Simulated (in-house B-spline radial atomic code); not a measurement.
Configurations of the copper ion Cu⁸⁺, with energies counted from [Ar] 3d3. Method: scalar-relativistic (X2C) CAM-B3LYP, spin-polarised, spherical fractional occupations, Fermi nucleus of rms radius 3.8823 fm. Calculated with an all-electron radial atomic-structure program (B-spline basis). Shells without spins written out take the highest spin.

Caution: exact exchange at fractional occupations of open shells leaves self-interaction of up to several eV.

Occupations are held fixed; configurations that lie above the ionisation limit could autoionise.

| configuration | E - E(ref) (eV) | highest orbital | its <r> (bohr) |
| --- | --- | --- | --- |
| [Ne] 3s2 3p5 3d4 | 64.806 | 3d up | 0.6691 |
| [Ar] 3d(2 up, 0 down) 4f(0 up, 1 down) | 129.04 | 4f down | 1.851 |
| [Ne] 3s2 3p5 3d3 4s1 | 139.62 | 4s up | 1.481 |
| [Ne] 3s2 3p(2 up, 3 down) 3d(0 up, 3 down) 4s(1 up, 0 down) | 141.19 | 4s up | 1.499 |
| [Ne] 3s2 3p5 3d3 4p1 | 155.99 | 4p up | 1.57 |
| [Ne] 3s2 3p5 3d3 4d1 | 177.92 | 4d up | 1.723 |
| [Ne] 3s2 3p(3 up, 2 down) 3d(0 up, 3 down) 4f(0 up, 1 down) | 203.4 | 4f down | 1.825 |

Order these further configurations by energy, lowest first.
A. [Ar] 3d(1 up, 2 down)
B. [Ar] 3d2 4f1
C. [Ne] 3s2 3p(3 up, 2 down) 3d(2 up, 1 down) 4d(1 up, 0 down)
D. [Ne] 3s2 3p5 3d3 4f1
E. [Ar] 3d2 4s1

A (8.1032 eV), E (71.792 eV), B (128.56 eV), C (188.87 eV), D (196.42 eV).

How far above the reference does [Ar] 3d2 4d1 lie?

109.99 eV; its least bound orbital is 4d up with <r> = 1.726 bohr.

How far above the reference does [Ar] 3d2 4p1 lie?

88.134 eV; its least bound orbital is 4p up with <r> = 1.574 bohr.
